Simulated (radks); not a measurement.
Values are calculated unless marked as measured or tabulated.
Removal energies from the promethium ion Pm8+, [Kr] 4d10 4f1 5s2 5p4, by Delta-SCF beside the eigenvalue of the level emptied. Code: a radial shooting solver on a logarithmic mesh with Libxc functionals. Model: scalar-relativistic Kohn-Sham, BLYP, spin-polarised, spherical densities, finite nucleus; Fermi nuclear charge, rms radius of each element as measured or else 0.836 A^(1/3) + 0.57 fm. Open shells are filled with parallel spins first.

removed from,final configuration,Delta-SCF (eV),-eigenvalue (eV)
5p,[Kr] 4d10 4f1 5s2 5p3,133.35,125.79
4f,[Kr] 4d10 5s2 5p4,145.31,132.20
5s,[Kr] 4d10 4f1 5s1 5p4,158.89,150.66
4d,[Kr] 4d9 4f1 5s2 5p4,271.17,257.22
